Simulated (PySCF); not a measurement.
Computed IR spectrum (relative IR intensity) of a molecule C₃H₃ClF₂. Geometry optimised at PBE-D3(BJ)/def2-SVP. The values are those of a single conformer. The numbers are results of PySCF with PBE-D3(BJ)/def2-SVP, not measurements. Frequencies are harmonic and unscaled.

Lines under 2 % of the strongest are left out, and lines within 2 cm⁻¹ are merged.

ν (cm⁻¹): 517 (w), 654 (m), 802 (w), 849 (m), 923 (m), 955 (w), 1069 (vs), 1136 (s), 1187 (w), 1328 (m), 1347 (s), 1662 (s), 2949 (m) (against the strongest line: vs over 80 %, s over 45 %, m over 15 %, w over 4 %, vw less)

Q: Pick the molecule that these values belong to.
A. F[C@@H]1C[C@@]1(F)Cl
B. C=C(Cl)C(F)F
C. C/C(F)=C(\F)Cl
D. FC(F)/C=C/Cl

A: D, FC(F)/C=C/Cl
